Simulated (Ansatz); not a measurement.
Program: Ansatz. Geometries: PBE0-D4/def2-TZVP. ΔE: electronic, gas phase. CCSD(T)/CBS is the MP2 limit (def2-TZVPP, def2-QZVPP) plus CCSD(T) − MP2 in def2-TZVPP, frozen cores. This one scheme is used for every species. DFT in def2-TZVPP. B3LYP here is the variant with VWN-RPA as its local correlation; programs differ in this. One conformer a species, not always the lowest.

Reaction (substitution at a C–Si bond): `C=C=C[SiH2]C` + H₂S → `C=C=CS` + `C[SiH3]`

```json
{"level": "PBE-D4", "ΔE (kcal/mol)": "13.3"}
{"level": "B3LYP-D4", "ΔE (kcal/mol)": "14.4"}
{"level": "B2PLYP", "ΔE (kcal/mol)": "14.2"}
{"level": "SCS-MP2/def2-QZVPP", "ΔE (kcal/mol)": "15.1"}
```

(1) What does CCSD(T)/CBS give? (Best estimate.)

Largest T1 diagnostic among the species: 0.013.

Answers

(1) Ansatz gave: +15.6 kcal/mol. The listed levels differ from it by -2.3, -1.2, -1.4, -0.5 kcal/mol.

From PBE to PBE0 (25 % exact exchange), in def2-TZVPP and without D4, ΔE moves by +1.2 kcal/mol. The D4 term adds +1.2 kcal/mol with B3LYP and +0.8 kcal/mol with PBE0; it sums over pairs of atoms, weighted by their polarisabilities, and B3LYP, whose exchange is more repulsive, gets the larger term.
